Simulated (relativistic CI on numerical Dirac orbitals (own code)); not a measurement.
**Hyperfine structure of Bi³³⁺, mass number 209**

Calculated at this level of theory: Dirac-Coulomb-Breit CI, separate exchange-only KLI orbitals for each configuration, a model potential for QED, unscaled Slater integrals (own radial code, finite nucleus).

Configuration list (outside the closed core [Ar] 3d10 4p6): 4s2.4d10.4f4, 4s2.4d10.4f3.5s, 4s2.4d10.4f3.5p, 4s2.4d10.4f2.5s2, 4s2.4d10.4f2.5s.5p, 4s2.4d10.4f3.5d, 4s2.4d10.4f2.5p2, 4s.4d10.4f5, 4s2.4d10.4f2.5s.5d, 4s2.4d9.4f3.5s2, 4s2.4d10.4f3.5f, 4s2.4d10.4f3.6s, 4s2.4d10.4f3.6p. Levels of other configurations are missing.

Nuclear spin I = 9/2, μ = 4.092 μN, Q = -0.516 b (tables of Stone and Pyykkö). The electronic factors are computed for point nuclear moments, without core polarisation or the Bohr-Weisskopf and QED corrections.

```csv
Level,E (eV),A (MHz),B (MHz)
4s2.4d10.4f4 5I_4,0.0000,6842,2050
4s2.4d10.4f4 5I_5,4.6348,5348,1630
4s2.4d10.4f4 5I_6,7.6509,4901,919
4s2.4d10.4f4 5F_1,9.0529,12120,-541
4s2.4d10.4f4 3K_6,13.1357,5114,-3.58
```

Levels with J = 0, under 50 % of one LS term, or S terms without an open s electron are left out. Small factors come from cancelling terms and can be off by tens of per cent or more.

At this charge energies of transitions that change n are usually good to better than 1 %, and those within a shell (Δn = 0) to a few per cent. Terms inside the open d or f shell come out 10 to 20 % too wide with unscaled integrals.

Q: Give the hyperfine levels of 4s2.4d10.4f4 5I_4 relative to its centre of gravity.

A: With K = F(F + 1) − I(I + 1) − J(J + 1), E = AK/2 + B[¾K(K + 1) − I(I + 1)J(J + 1)]/[2I(2I − 1)J(2J − 1)]: F = 1/2: -149600, F = 3/2: -139500, F = 5/2: -122700, F = 7/2: -99100, F = 9/2: -68640, F = 11/2: -31240, F = 13/2: 13200, F = 15/2: 64790, F = 17/2: 123700 MHz.

LS names give the leading component of a level, which can be under half, so a name can repeat, a term be missing and a line seem to break the LS rules.
